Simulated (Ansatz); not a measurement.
`FC[SiH](F)Cl` and `F[SiH](Cl)[S][GeH3]` differ in one atom or group.

Ansatz, PBE0-D4/def2-TZVP geometries, multiplicity 1. Each molecule was computed in one conformer, which needn't be the lowest.

Scalar relativity is left out up to krypton.

```csv
property,`FC[SiH](F)Cl`
HOMO–LUMO gap (PBE/def2-TZVPP) / eV,6.59
HOMO–LUMO gap (ωB97M-V/def2-TZVPP) / eV,13.24
size of the dipole moment (PBE/def2-TZVPP) / D,1.37
LUMO energy (ωB97M-V/def2-TZVPP) / eV,2.02
size of the dipole moment (B3LYP/def2-TZVPP) / D,1.47
LUMO energy (B3LYP/def2-TZVPP) / eV,-0.11
```

(1) Give the same properties after the change, and the shifts. (An estimate is asked.)

## Answers

(1) Computed: 
| property | `F[SiH](Cl)[S][GeH3]` | shift |
| --- | --- | --- |
| HOMO–LUMO gap (PBE/def2-TZVPP) / eV | 5.19 | -1.40 |
| HOMO–LUMO gap (ωB97M-V/def2-TZVPP) / eV | 11.33 | -1.91 |
| size of the dipole moment (PBE/def2-TZVPP) / D | 2.34 | 0.97 |
| LUMO energy (ωB97M-V/def2-TZVPP) / eV | 1.30 | -0.72 |
| size of the dipole moment (B3LYP/def2-TZVPP) / D | 2.44 | 0.97 |
| LUMO energy (B3LYP/def2-TZVPP) / eV | -0.81 | -0.70 |

With PBE0 the HOMO rises by 1.08 eV and the LUMO falls by 0.69 eV, so the gap narrows by about 1.77 eV. PBE moves the HOMO by 0.79 eV and ωB97M-V by 1.19 eV. Dipoles are sizes alone; their direction can turn.

B3LYP here is the variant with VWN-RPA as its local correlation; programs differ in this.
